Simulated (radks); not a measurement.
Species: the ytterbium ion Yb24+. Configuration: [Kr] 4d10.

Calculated with a radial shooting solver on a logarithmic mesh with Libxc functionals: scalar-relativistic Kohn-Sham, BLYP, spin-polarised, spherical densities, finite nucleus; Fermi nuclear charge, rms radius 5.3108 fm.

Energy parts (hartree):
| part | energy |
|---|---|
| total | -13819.3421 |
| kinetic | 15079.6339 |
| electron-nucleus | -32678.4451 |
| Hartree | 4043.6366 |
| exchange-correlation | -264.1676 |

Orbitals (lengths in bohr, moments of r in powers of bohr; <r^-3> diverges for s and p1/2; r(max) is where P^2 peaks):
| orbital | occ. | eigenvalue (hartree) | <r^-3> | <1/r> | r(max) |
|---|---|---|---|---|---|
| 1s | 2 | -2277.804 | - | 80.62 | 0.01237 |
| 2s | 2 | -409.0297 | - | 18.79 | 0.07060 |
| 2p | 6 | -363.8086 | 15960 | 17.25 | 0.05757 |
| 3s | 2 | -113.9911 | - | 6.959 | 0.1994 |
| 3p | 6 | -100.3507 | 3501 | 6.481 | 0.1965 |
| 3d | 10 | -83.75778 | 458.8 | 6.132 | 0.1603 |
| 4s | 2 | -42.78711 | - | 3.121 | 0.4436 |
| 4p | 6 | -38.01085 | 938.7 | 2.902 | 0.4596 |
| 4d | 10 | -31.80807 | 114.2 | 2.674 | 0.4624 |

The highest occupied level is 4d at -865.54 eV. Summed over all electrons, <r^2> = 5.790 bohr^2, which gives a Langevin (diamagnetic) susceptibility term of -4.59 x 10^-6 cm^3/mol. For comparison, the ionisation energy in NIST's Atomic Spectra Database is 882 eV (theoretical). In exact Kohn-Sham theory the highest level is minus the ionisation energy, but local and semilocal functionals leave it too shallow, through self-interaction and a potential that decays too fast; potentials with the right tail come closer. The density falls to 0.001 e/bohr^3 at r = 1.35 bohr.
